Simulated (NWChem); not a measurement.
System: CH4OSi, singlet; SMILES CO[SiH]

```xyz
7

Si     0.0045     1.2375     0.0000
H     -1.5233     0.9278     0.0000
O      0.5242    -0.3401     0.0000
C     -0.1814    -1.5511     0.0000
H      0.0916    -2.1398    -0.8908
H      0.0916    -2.1398     0.8908
H     -1.2741    -1.3855     0.0000
```
Atoms are numbered in this order, from 1.

Low-valent species are run as closed-shell singlets; no triplet was tried in these runs. The geometry was optimised at PBE0/def2-SVP.

### Question
Give the principal values of the shielding tensors (ppm) of Si1, O3, C4 from KT2/pcSseg-1, GIAO (NWChem), with their diamagnetic and paramagnetic parts as GIAO splits them.

### Answer
```csv
atom,σ11,σ22,σ33,isotropic,diamagnetic,paramagnetic
Si1,-540.1,201.8,332.7,-1.8,878.9,-880.8
O3,-237.9,-35.9,363.7,30.0,397.0,-367.0
C4,59.6,88.8,178.3,108.9,247.9,-139.0
```
